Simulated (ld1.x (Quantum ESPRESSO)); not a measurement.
S (Z = 16): one change to a TM potential, before and after

```json
{
 "Element": "S",
 "Generator": "ld1.x (Quantum ESPRESSO) 7.5",
 "Type": "norm-conserving Troullier–Martins (Kleinman–Bylander form)",
 "Functional": "PBE",
 "Relativity": "scalar-relativistic",
 "Frozen core": "[Ne]",
 "Valence charge": "6",
 "Reference configuration": "3s2 3p3 (charge +1)",
 "Partial waves": "3s (bound): rc 1.15 bohr; 3p (bound): rc 1.40 bohr; 3d channel at 0.4 Ry: rc 1.35 bohr",
 "Local potential": "all-electron potential smoothed inside 0.95 bohr (lloc = -2)",
 "Core correction": "Bessel-smoothed model core, default radius (core density twice the valence density)"
}
```

All-electron outer shells of the reference configuration (PBE, scalar-relativistic, ld1.x):

| shell | level (eV) | outermost node (bohr) | outermost maximum (bohr) |
| --- | --- | --- | --- |
| 3s | -27.63 | 0.60 | 1.39 |
| 3p | -16.80 | 0.58 | 1.55 |

Change: wave 3p (bound): rc 1.40 bohr becomes 3p (bound): rc 1.48 bohr.

Cutoffs: the cutoffs (Ry, on a coarse ladder) from which the occupation-weighted sum of valence levels, in a spherical-Bessel basis at the reference potential, stays within 10 and 1 mRy of its value at 400 Ry; they do not see the model core or the augmentation charge, which bear on the density cutoff. Errors are all-electron minus pseudo energies relative to the spin-unpolarised reference configuration.

Task: What does the change do?

Result: The potential gets neither clearly harder nor softer (55 Ry and 120 Ry → 55 Ry and 120 Ry); of the 7 tests that both files solve, the error grows in 2 and shrinks in 0 by more than 15 % and 0.3 meV (median size 6.6 → 7.7 meV); neither file shows a bound ghost.

| quantity | base | changed |
| --- | --- | --- |
| cutoff, loose | 55 Ry | 55 Ry |
| cutoff, tight | 120 Ry | 120 Ry |
| bound ghosts | none | none |
| error for 3s2 3p4, meV [ΔE -11.77 eV] | +6.6 | +6.7 |
| error for 3s2 3p2, meV [ΔE 22.28 eV] | +13 | +13 |
| error for 3s2 3p1, meV [ΔE 56.33 eV] | +75 | +76 |
| error for 3s2 3p4.3, meV [ΔE -13.48 eV] | +9.3 | +9.3 |
| error for 3s0 3p6, meV [ΔE 8.97 eV] | -5.4 | -7.7 |
| error for 3s2 3p3.5, meV [ΔE -7.11 eV] | +2.4 | +2.4 |
| error for 3s1 3p4, meV [ΔE 10.88 eV] | -1.0 | -1.6 |
